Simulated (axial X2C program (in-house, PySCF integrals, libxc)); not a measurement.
## Potential curves of Ga₂, two-component

All values were computed with an axial X2C code built on PySCF integrals. Two-component (2c) means X2C with spin–orbit coupling and atomic mean-field two-electron Coulomb and Gaunt terms. Basis: Ga dyall-cv3z [9s9p7d4f1g] (cores contracted in-house); Gaussian nuclei, density fitting, unrestricted open shells. Masses: Ga 68.926 u.

State: Ω = 1 (⟨Sz⟩ = 1.00, ⟨Lz⟩ = 0.00 at HF). Energies in kJ/mol from the fragments at the same level (Ga + Ga). Fits are polynomials in 1 − R0/R over 0.85 to 1.23 times the lowest point R0.

```
 R (Å)  CCSD(T)    CCSD     MP2
2.1228                   -44.74
2.2204   -74.05  -59.04  -73.75
2.2936   -87.68  -72.77  -86.62
2.3668   -95.64  -80.87  -93.76
2.4400   -99.23  -84.64  -96.50
2.5254   -99.31  -84.94  -95.49
2.6108   -96.16  -82.02  -91.20
2.7206   -88.95  -75.07  -82.42
2.8548                   -68.69
3.0500                   -46.27
```

Correlated methods: 6 electrons correlated (number of frozen shells: Ga 3 s, 2 p, 1 d), 322 virtual spin orbitals or spinors in MP2.

De is counted from the lowest determinant-based energies of the atoms at the same level, without counterpoise correction. Coupled cluster ran in a truncated set of natural virtual spinors; the MP2 energy of the rest was added. (T) has no such correction and the atoms are truncated less, which lowers De at CCSD(T) by a hundredth of an eV or more. The state is one determinant with fixed occupations, lowest in a PBE0 search at one distance only: followed along the bond, the spin-free determinant M_S = 1, Λ = 1 reaches 0.08 eV lower at PBE0, at Re = 2.690 Å, so the state shown is not the lowest. With several unpaired electrons one determinant need not be a pure state. Open-shell Ω = 0 determinants with evenly filled partner blocks cannot be reached by this program, so the Ω shown need not be the lowest component. This is the Ω = 1 component of a π² triplet; the 0⁺ component is not one determinant and can lie lowest. With the outer-core shells frozen, correlated bond lengths of heavy atoms tend to come out a few hundredths of an ångström too long. Coupled cluster ran on the points near the minimum only. MP2 and coupled cluster on one determinant become unreliable at the stretched end.

Question: Fit the CCSD(T) curve near its minimum: give the equilibrium distance, the harmonic wavenumber and the well depth.

Answer: At CCSD(T), 2c: Re = 2.483 Å, ωe ≈ 206 cm⁻¹, De = 1.03 eV to Ga + Ga; Be follows as 0.0793 cm⁻¹.

Question: What are Re, ωe and De at the CCSD level?

Answer: At CCSD, 2c: Re = 2.488 Å, ωe ≈ 204 cm⁻¹, De = 0.88 eV to Ga + Ga; Be follows as 0.079 cm⁻¹.

Question: What are Re, ωe and De at the MP2 level?

Answer: At MP2, 2c: Re = 2.460 Å, ωe ≈ 217 cm⁻¹, De = 1.00 eV to Ga + Ga; Be follows as 0.0808 cm⁻¹.
